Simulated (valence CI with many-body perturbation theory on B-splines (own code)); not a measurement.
**Ladder of approximations for Gd XXIV**

Calculated by relativistic CI+MBPT: five valence electrons over a frozen Dirac-Fock core [Kr], radial functions for each j: 7 s, 7 p, 8 d, 6 f, 4 g, 1 h, with the one-electron correlation potential Σ1, the two-electron term Σ2, the three-electron term Σ3, Breit, model QED; selected CI, second order for the rest (own B-spline code, finite nucleus).

No measured spectrum was set against this ion. As an estimate, terms of the open shell hold to 2 to 4 % of their energy, and close levels can change places. Core correlation moves these levels by up to 11000 cm⁻¹, and in measured spectra 5 to 20 % of such shifts remained as error; rates that hang on mixing are uncertain with them. Only levels of the ground parity were solved; by the run's estimate the other parity begins above the list, which can be wrong where configurations are misplaced.

Each rung adds one term. CI alone is the Dirac-Coulomb CI over the frozen core; QED comes last and gives the full result, which names the levels. Energies are above (4d3/2^4 4d5/2) J=5/2 on the same rung, in cm⁻¹.

Levels are named by their leading jj configuration (3d3/2^4 stands for four electrons in 3d with j = 3/2), which in mixed levels can hold well under half, so a name can repeat and another be missing. Letters in brackets count levels of one name in rising energy.

```
                      Level  CI alone
(4d3/2^3 4d5/2^2) J=5/2 [a]     44516
(4d3/2^3 4d5/2^2) J=7/2 [a]     73388
(4d3/2^3 4d5/2^2) J=3/2 [a]     74403
   (4d3/2^3 4d5/2^2) J=11/2     80158
    (4d3/2^3 4d5/2^2) J=9/2     86478
(4d3/2^3 4d5/2^2) J=5/2 [b]     86952
    (4d3/2^3 4d5/2^2) J=1/2     90699
(4d3/2^3 4d5/2^2) J=7/2 [b]    106291
(4d3/2^2 4d5/2^3) J=5/2 [a]    112243
(4d3/2^2 4d5/2^3) J=7/2 [a]    125198
(4d3/2^3 4d5/2^2) J=3/2 [b]    125829
   (4d3/2^2 4d5/2^3) J=11/2    130476
(4d3/2^2 4d5/2^3) J=9/2 [a]    135331
(4d3/2^2 4d5/2^3) J=1/2 [a]    133664
(4d3/2^2 4d5/2^3) J=3/2 [a]    138005
   (4d3/2^2 4d5/2^3) J=13/2    145163
```

Task: What do these energies become with core correlation, Breit and QED?

Result: (4d3/2^3 4d5/2^2) J=5/2 [a] 41918 (-2598); (4d3/2^3 4d5/2^2) J=7/2 [a] 68505 (-4883); (4d3/2^3 4d5/2^2) J=3/2 [a] 71119 (-3284); (4d3/2^3 4d5/2^2) J=11/2 73756 (-6402); (4d3/2^3 4d5/2^2) J=9/2 80525 (-5952); (4d3/2^3 4d5/2^2) J=5/2 [b] 82469 (-4484); (4d3/2^3 4d5/2^2) J=1/2 87533 (-3166); (4d3/2^3 4d5/2^2) J=7/2 [b] 99247 (-7043); (4d3/2^2 4d5/2^3) J=5/2 [a] 108550 (-3693); (4d3/2^2 4d5/2^3) J=7/2 [a] 119198 (-6000); (4d3/2^3 4d5/2^2) J=3/2 [b] 121947 (-3882); (4d3/2^2 4d5/2^3) J=11/2 122782 (-7694); (4d3/2^2 4d5/2^3) J=9/2 [a] 128177 (-7154); (4d3/2^2 4d5/2^3) J=1/2 [a] 129387 (-4277); (4d3/2^2 4d5/2^3) J=3/2 [a] 135300 (-2705); (4d3/2^2 4d5/2^3) J=13/2 135522 (-9641).

Task: How does the ionisation energy move along the ladder, and which term matters most?

Result: CI alone 757.10, + Σ1 759.41, + Σ2 762.18, + Σ3 762.25, + Breit 762.16, + QED 762.18 eV. The largest step is Σ2, 2.77 eV. NIST lists 761 ± 4 eV (theoretical).
